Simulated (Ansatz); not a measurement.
Molecule: SeO₃, net charge 0, singlet state. 
Structure (B3LYP-D3(BJ)/def2-TZVP (Ansatz, a program for electronic structure) minimum search):
SMILES: O=[Se+2]([O-])[O-]
```xyz
4

Se     0.0000     0.0000     0.0000
O      1.6003    -0.0313    -0.0466
O     -0.7730     1.4022     0.0252
O     -0.8274    -1.3708     0.0214
```
Charge 0, spin multiplicity 1.

Basis-set convergence of Hartree-Fock and MP2 correlation energies (hartree) with Ansatz. Correlated levels leave the core frozen unless marked. No spin-orbit coupling. Frozen are the shells of the preceding noble gas and the d and f shells that filled before the atom's block. No relativistic terms.

```
basis    functions        E(HF)  E(corr, MP2)
-------  ---------  -----------  ------------
cc-pVDZ         69  -2624.18089      -0.72475
cc-pVTZ        133          [?]           [?]
```

Problem. Fill in the missing entries.

Solution. 
- cc-pVTZ, E(HF): -2624.36975
- cc-pVTZ, E(corr, MP2): -0.91049
